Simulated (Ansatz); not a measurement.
System: C6H11 (charge 0, doublet). It need not be the lowest isomer of its formula. 
Structure (B3LYP-D3(BJ)/def2-TZVP (Ansatz, a first-principles code) minimum search):
SMILES: C(=C/C)/C(C)[CH2]
```xyz
17

C      2.3396    -0.2905    -0.5588
C      1.5130    -0.3265     0.6888
C      0.1974    -0.1506     0.8010
C     -0.7953     0.1430    -0.3034
C     -1.2408     1.5621    -0.1706
C     -1.9721    -0.8370    -0.2479
H      1.7473    -0.1127    -1.4549
H      3.0960     0.4976    -0.4968
H      2.8807    -1.2316    -0.6925
H      2.0684    -0.5178     1.6029
H     -0.2420    -0.1940     1.7939
H     -0.2913     0.0248    -1.2662
H     -2.1117     1.8109     0.4227
H     -0.5862     2.3678    -0.4735
H     -2.6891    -0.6265    -1.0434
H     -1.6268    -1.8665    -0.3541
H     -2.4956    -0.7546     0.7079
```
Charge 0, spin multiplicity 2.

Wanted: atomisation energy (electronic, to ground-state atoms), in kcal/mol. Valence correlation only, unless marked. Open shells are spin-unrestricted. Spin-orbit coupling is left out. Non-relativistic. The coupled-cluster limit lacks core correlation, which all-electron functionals hold. Basis-set limits of correlation are two-point, X^-3; Hartree-Fock from the larger set. The bracket is a focal-point correction in the basis named.

```tsv
level	program	atomisation energy (kcal/mol)
PBE-D3(BJ)/def2-TZVPD	Ansatz + dftd3	1672.7
r2SCAN-D4/def2-TZVPD	Ansatz + dftd4	[?]
PBE0/def2-TZVP	Ansatz	1645.2
wB97M-V/def2-TZVPD	Ansatz	1637.4
B2PLYP-D3(BJ)/def2-TZVPD	Ansatz + dftd3	[?]
SCS-MP2/6-31G*	Ansatz	1503.0
CCSD/STO-3G	Ansatz	1704.9
RI-MP2/CBS(cc-pVTZ,cc-pVQZ)+[CCSD(T)-MP2]/cc-pVTZ	Ansatz	[?]
```

Problem. Complete the blanks.

Solution. 
- r2SCAN-D4/def2-TZVPD, atomisation energy (kcal/mol): 1643.5
- B2PLYP-D3(BJ)/def2-TZVPD, atomisation energy (kcal/mol): 1623.5
- RI-MP2/CBS(cc-pVTZ,cc-pVQZ)+[CCSD(T)-MP2]/cc-pVTZ, atomisation energy (kcal/mol): 1634.9
